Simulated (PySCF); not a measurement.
**Zirconium: a sound run and one with changed settings**

Sound run: Zr [Kr] 4d2 5s2, Zr⁺ [Kr] 4d2 5s1. All numbers are calculated (PySCF 2.14, a scalar-relativistic core potential, in aug-cc-pVDZ-PP with ECP28MDF (5s5p4d2f, 54 functions)). The sound run starts from symmetry-adapted Hartree-Fock orbitals and uses a fine grid where one is needed.

Changed run: radial step 0.5 in ln r (0.13 in the sound run). This setting is unsound on purpose.

```
species  method  sound run (hartree)  changed run (hartree)  converged
     Zr     UHF            -46.30215              -46.30215        yes
     Zr  M06-2X            -46.67283              -46.64651        yes
     Zr   M06-L            -46.75262              -46.77834        yes
    Zr⁺     UHF            -46.11037              -46.11037        yes
    Zr⁺  M06-2X            -46.41553              -46.38191        yes
    Zr⁺   M06-L            -46.50242              -46.52396        yes
```

Ionisation energy of Zr:

| method | sound run (eV) | changed run (eV) |
| --- | --- | --- |
| UHF | 5.219 | 5.219 |
| M06-2X | 7.001 | 7.200 |
| M06-L | 6.808 | 6.922 |

A coarse radial grid mis-integrates the density and the exchange-correlation energy, with errors of either sign; Hartree-Fock needs no grid.

For comparison, NIST gives 6.634 eV between the lowest levels.
